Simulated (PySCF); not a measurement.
**BiSe⁻: one state, many levels of theory**

State: ³Σ⁻ (triplet), unpaired electrons π ↑↑. Set-up: Bi aug-cc-pVDZ-PP with ECP60, Se aug-cc-pVDZ-PP with ECP10; scalar-relativistic core potentials (PySCF 2.14). De refers to Bi + Se⁻ in their high-spin ground configurations, without counterpoise correction. The functionals are run spin-unrestricted. A positive dipole points towards Se; it is taken about the centre of mass and depends on that origin. Levels whose curve was spin-contaminated or gave no clean fit are not listed.

| Level | Re (Å) | ωe (cm⁻¹) | De (eV) | μ (D) |
| --- | --- | --- | --- | --- |
| UHF | 2.557 | 233 | n/a | -5.27 |
| UHF-CCSD | 2.576 | 231 | n/a | n/a |
| UHF-CCSD(T) | 2.585 | 229 | n/a | n/a |
| PBE | 2.578 | 228 | 3.00 | -3.46 |
| PBEsol | 2.554 | 236 | 3.24 | -3.33 |
| revPBE | 2.589 | 224 | 2.75 | -3.59 |
| r²SCAN | 2.555 | 238 | 2.75 | -3.81 |
| PBE0 | 2.544 | 243 | 2.71 | -3.86 |
| MN15 | 2.550 | 241 | 2.64 | -3.91 |
| LC-ωPBE | 2.506 | 259 | 2.25 | -4.48 |

(1) What does a quarter of exact exchange do here, going from PBE to PBE0?

(2) What does the step from GGA to meta-GGA do here, going from PBE to r²SCAN?

(3) What does all correlation do here, going from UHF to UHF-CCSD(T)?

Correlated steps freeze 8 core orbitals. These are scalar-relativistic numbers at best; spin–orbit coupling would shift them, the dissociation energy most. For an ion De counts to the pair picked by the measured ionisation energies or electron affinities, which need not be the lowest pair at this level. The highest Kohn–Sham level is positive in this anion. Much of that is self-interaction error, but it also means that the finite basis helps to hold the extra electron. The state was picked by a PBE0 search and need not be the measured ground state.

Results:

(1) PBE0 less PBE: -3.4 pm in Re, +6.6 % in ωe, -0.29 eV in De. Exact exchange removes part of the self-interaction that spreads semilocal densities, and in most molecules shortens and stiffens the bond and lowers De; so it does here.

(2) r²SCAN less PBE: -2.3 pm in Re, +4.4 % in ωe, -0.25 eV in De. 

(3) UHF-CCSD(T) less UHF: +2.8 pm in Re, -1.7 % in ωe. Correlation nearly always deepens the well. The bond lengthens, as in strong covalent bonds, where excitations into antibonding orbitals dominate.
